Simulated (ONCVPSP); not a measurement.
## Before and after: ONCV potential for zirconium (Zr)

* Element: zirconium
* Generator: ONCVPSP 4.0.1
* Type: optimised norm-conserving Vanderbilt (ONCV)
* Functional: PBEsol
* Relativity: scalar-relativistic
* Frozen core: [Ar] 3d10
* Valence charge: 12
* Reference configuration: 4s2 4p6 4d2 5s2
* Partial waves: 4s+5s: rc 2.25 bohr, ncon 5, nbas 9, qcut 5.8 1/bohr, 3 projectors, debl 2.7 Ha; 4p: rc 1.25 bohr, ncon 4, nbas 8, qcut 6.9 1/bohr, 2 projectors, debl 0.8 Ha; 4d: rc 3.05 bohr, ncon 5, nbas 10, qcut 5.7 1/bohr, 2 projectors, debl 2.7 Ha
* Local potential: polynomial inside 0.90 bohr (lpopt 5, dvloc0 0 Ha)
* Core correction: none

In the p channel the program set the typed energies aside and used -1.192, 0.250 Ha.

All-electron outer shells of the reference configuration (PBEsol, scalar-relativistic, ld1.x):

```json
{"shell": "3d", "level (eV)": "-174.70", "outermost node (bohr)": "–", "outermost maximum (bohr)": "0.35"}
{"shell": "4s", "level (eV)": "-54.46", "outermost node (bohr)": "0.55", "outermost maximum (bohr)": "1.08"}
{"shell": "4p", "level (eV)": "-32.43", "outermost node (bohr)": "0.56", "outermost maximum (bohr)": "1.17"}
{"shell": "5s", "level (eV)": "-4.46", "outermost node (bohr)": "1.47", "outermost maximum (bohr)": "3.15"}
{"shell": "4d", "level (eV)": "-3.61", "outermost node (bohr)": "0.58", "outermost maximum (bohr)": "1.61"}
```

Change: d: rc 3.84.

Cutoffs: the cutoffs (Ha) at which the residual kinetic energy of the hardest occupied pseudo-wave falls to 1 and 0.1 mHa per electron; they do not see the model core or the augmentation charge, which bear on the density cutoff. Errors are all-electron minus pseudo energies relative to the spin-unpolarised reference configuration.

Q: How do hardness, ghosts and transferability respond?

A: The potential gets neither clearly harder nor softer (24 Ha and 104 Ha → 24 Ha and 104 Ha); the p channel sets the loose cutoff, while the largest relative change is in d, which becomes softer; of the 4 tests that both files solve, the error grows in 3 and shrinks in 0 by more than 15 % and 0.3 meV (median size 5.9 → 22.4 meV); neither file shows a bound ghost. More of the atom is replaced by a form fitted at one configuration, so other configurations suffer.

| quantity | base | changed |
| --- | --- | --- |
| cutoff, loose | 24 Ha | 24 Ha |
| cutoff, tight | 104 Ha | 104 Ha |
| loose cutoff by channel | s 11 Ha, p 24 Ha, d 10 Ha | s 11 Ha, p 24 Ha, d 8.3 Ha |
| bound ghosts | none | none |
| GHOST(+) flags under 300 eV | s at 103.7 eV, p at 228.5 eV | s at 103.7 eV, p at 228.5 eV, d at 244.6 eV |
| error for 4s2 4p6 4d2 5s1, meV [ΔE 7.17 eV] | -1.3 | -1.5 |
| error for 4s2 4p6 4d2 5s0, meV [ΔE 20.08 eV] | -6.6 | -17 |
| error for 4s2 4p6 4d1 5s0, meV [ΔE 42.67 eV] | +16 | +62 |
| error for 4s2 4p6 4d3 5s1, meV [ΔE 1.21 eV] | +5.2 | +28 |
| s: phases at 2.28 bohr within 0.05 rad from the reference energy up to (Ha; the scan ends near 5) | to the end of the scan | to the end of the scan |
| p: phases at 1.27 bohr within 0.05 rad from the reference energy up to (Ha; the scan ends near 5) | to the end of the scan | to the end of the scan |
